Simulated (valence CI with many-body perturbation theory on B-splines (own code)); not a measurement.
**Pb⁶⁷⁺: key properties**

Level of theory: relativistic CI+MBPT: five valence electrons over a frozen Dirac-Fock core [Ne], a basis of 9 s, 9 p, 8 d, 6 f, 3 g, 1 h functions for each j, with the one-electron correlation potential Σ1, the two-electron term Σ2, the three-electron term Σ3, Breit, model QED; selected CI, second order for the rest, scaled by the run's own slope (own B-spline code, finite nucleus).

No measured spectrum was set against this ion. As an estimate, large intervals hold to a few tenths of a per cent, small ones and those within an open d or f shell to about a per cent. Among the levels kept, up to 1200 cm⁻¹ of a level comes from second order outside the variational space, and about a tenth of that is noise between levels of different J, which matters for small intervals.

Levels are named by their leading jj configuration (3d3/2^4 stands for four electrons in 3d with j = 3/2), which in mixed levels can hold well under half, so a name can repeat and another be missing.

Rates and lifetimes use the calculated energies. Strong lines usually hold to 10 to 20 %, long lifetimes can be off by a factor of two.

What is the ground level?

(3s^2 3p1/2^2 3p3/2) J=3/2, composition 49 % 3s²3p³ ²P° + 27 % 3s²3p³ ²D° + 24 % 3s²3p³ ⁴S°, g = 1.331.

Among levels below 1125.3 eV, which E1 lines absorb most strongly from the ground level?

to (3s^2 3p1/2 3p3/2 3d3/2) J=3/2 at 1.392 nm, f = 0.422; to (3s^2 3p1/2 3p3/2 3d3/2) J=5/2 at 1.416 nm, f = 0.322; to (3s^2 3p1/2 3p3/2 3d3/2) J=1/2 at 1.395 nm, f = 0.145.

What is the ionisation energy?

7790.3 eV; NIST lists 7790 ± 40 eV (theoretical).

Name the longest-lived excited levels whose lifetime is computed, and their main decay.

(3s^2 3p1/2 3p3/2 3d5/2) J=9/2 at 972.6 eV lives 25.2 ns, mostly by E2 to (3s^2 3p1/2^2 3d5/2) J=5/2; (3s^2 3p1/2 3p3/2^2) J=5/2 at 581.3 eV lives 1.08 ns, mostly by E1 to (3s^2 3p1/2^2 3d3/2) J=3/2; (3s^2 3p1/2 3p3/2^2) J=1/2 at 599.0 eV lives 991 ps, mostly by M1 to (3s^2 3p1/2^2 3p3/2) J=3/2.

Where does the other parity begin?

At (3s^2 3p1/2^2 3d3/2) J=3/2, 262.2 eV.

What are the static dipole polarisabilities of the lowest levels?

(3s^2 3p1/2^2 3p3/2) J=3/2 0.00160 (tensor 0.00011) bohr³, of which the core gives 2.76e-05.

How well does LS coupling describe the low levels?

Among the lowest 20 levels the leading LS term, summed over configurations, holds 54 % on average. For single configurations the figures are 52 % in LS and 93 % in jj coupling. Terms mix most in the J = 3/2 level at 831.9 eV, where the leading one holds 31 %.
